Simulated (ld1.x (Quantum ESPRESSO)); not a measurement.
**Varying the PAW potential for vanadium**

Base potential:

```json
{
 "Element": "vanadium (V)",
 "Generator": "ld1.x (Quantum ESPRESSO) 7.5",
 "Type": "PAW",
 "Functional": "PBE",
 "Relativity": "non-relativistic",
 "Frozen core": "[Ar]",
 "Valence charge": "5",
 "Reference configuration": "3d3 4s2 4p0",
 "Partial waves": "4s (bound): rcut 2.85, rcutus 3.00 bohr; 4s channel at 0.9 Ry: rcut 2.85, rcutus 3.00 bohr; 4p (bound, empty): rcut 3.80, rcutus 4.15 bohr; 4p channel at 1.35 Ry: rcut 3.80, rcutus 4.15 bohr; 3d (bound): rcut 1.65, rcutus 2.10 bohr; 3d channel at 0.2 Ry: rcut 1.65, rcutus 2.10 bohr",
 "Local potential": "all-electron potential smoothed inside 4.15 bohr (lloc = -2)",
 "Core correction": "a·sin(br)/r model core inside 1.80 bohr",
 "Augmentation charge": "BESSEL, radius 1.60 bohr"
}
```

All-electron outer shells of the reference configuration (PBE, non-relativistic, ld1.x):

```csv
shell,level (eV),outermost node (bohr),outermost maximum (bohr)
3p,-43.90,0.35,0.85
3d,-5.35,–,0.88
4s,-4.65,1.18,2.79
4p,-1.46,1.30,3.68
```

Cutoffs, loose and tight: the cutoffs (Ry, on a coarse ladder) from which the occupation-weighted sum of valence levels, in a spherical-Bessel basis at the reference potential, stays within 10 and 1 mRy of its value at 400 Ry. They do not see the model core or the augmentation charge, which bear on the density cutoff. Test errors are all-electron minus pseudo excitation energies from the reference, over the configurations 3d3 4s1 4p0; 3d3 4s0 4p0; 3d2 4s0 4p0; 3d3 4s0 4p1; 3d2 4s2 4p1; 3d3 4s1 4p1; 3d3 4s0 4p2. A dash means not determined; rows that change the core or the reference have their own tests.

Cutoffs are not given where the Bessel-basis levels miss the radial ones by over 6 mRy, ghosts where they miss by over 20 mRy; a channel whose overlap is not positive is not tested.

A file whose overlap is not positive is unfit for use, and its test errors describe a broken file.

| change | outcome | cutoff, loose | cutoff, tight | bound ghosts | largest test error (meV) |
| --- | --- | --- | --- | --- | --- |
| base | generated | 21 Ry | 35 Ry | none | -618 |
| local potential all-electron potential smoothed inside 1.62 bohr (lloc = -2) | generated | 21 Ry | 35 Ry | none | -557 |
| local potential all-electron potential smoothed inside 2.06 bohr (lloc = -2) | generated | 21 Ry | 35 Ry | none | -557 |
| local potential all-electron potential smoothed inside 2.58 bohr (lloc = -2) | generated | 21 Ry | 35 Ry | none | -559 |
| local potential all-electron potential smoothed inside 2.92 bohr (lloc = -2) | generated | 21 Ry | 35 Ry | none | -564 |
| local potential all-electron potential smoothed inside 3.56 bohr (lloc = -2) | generated | 21 Ry | 35 Ry | none | -587 |
| local potential all-electron potential smoothed inside 3.90 bohr (lloc = -2) | generated, overlap not positive | – | – | not determined (overlap not positive) | -606 |
| local potential all-electron potential smoothed inside 4.42 bohr (lloc = -2) | generated | 21 Ry | 35 Ry | none | -641 |
| local potential all-electron potential smoothed inside 4.66 bohr (lloc = -2) | generated | 21 Ry | 35 Ry | none | -661 |

Reading the sweep of the rcloc (base included, trends over the rows without a ghost): The loose cutoff stays near 21 Ry. The median size of the test errors (rows with all tests solved) rises from 3.2 meV at 1.62 to 4.5 meV at 4.66 bohr.
